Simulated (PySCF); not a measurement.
HOSi, charge +1, multiplicity 1.

```xyz
3

O      0.0000     0.0000    -0.8959
Si     0.0000     0.0000     0.6450
H      0.0000     0.0000    -1.8630
```
Charge +1, spin multiplicity 1.

Geometry optimised at r2SCAN-D4/def2-TZVPD. The isomer is the one that the SMILES or the coordinates give; other isomers of the formula were not compared.

These are PBE0/pcSseg-2 (PySCF) values and carry that method's errors. Non-relativistic, no solvent.

**Question.** Give the absolute GIAO shielding of each atom: isotropic value and principal components (ppm). (Estimate from the structure and the level; the computed values follow.)

**Answer.** 
| atom | σ(iso) | σ11 | σ22 | σ33 | span |
|---|---|---|---|---|---|
| O1 | 144.6 | 8.8 | 8.8 | 416.1 | 407.3 |
| Si2 | 486.8 | 293.4 | 293.4 | 873.8 | 580.4 |
| H3 | 25.1 | 16.4 | 16.4 | 42.7 | 26.3 |
